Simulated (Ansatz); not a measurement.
Reactions of `F[CH2][SnH3]`.

Isolated molecules relaxed with PBE0-D4/def2-TZVP in Ansatz; ΔE leaves out vibrations. CBS: MP2 limit from def2 TZ/QZ plus the TZ coupled-cluster correction, frozen cores. This one scheme is used for every species. Elements past krypton have def2 core potentials. For Sn outer-core shells are correlated without core-valence functions, which leaves a few kJ/mol of doubt a bond. One conformer a species, not always the lowest.

Task: Order these by ΔE at CCSD(T)/CBS, lowest first. (Estimate.)
A. `F[CH2][SnH3]` + CH₃SH → `CSCF` + `[SnH4]`
B. `F[CH2][SnH3]` + `CN[SiH3]` → `CN([SiH3])CF` + `[SnH4]`
C. `F[CH2][SnH3]` + `O[SiH2][SiH3]` → `[SiH3][SiH2][O][SnH3]` + `CF`
D. `F[CH2][SnH3]` + H–F → `[F][SnH3]` + `CF`

Result: D (-88.2 kJ/mol), C (-77.8 kJ/mol), B (-13.5 kJ/mol), A (-4.0 kJ/mol).

Largest T1 diagnostic: 0.014, for `[F][SnH3]`.
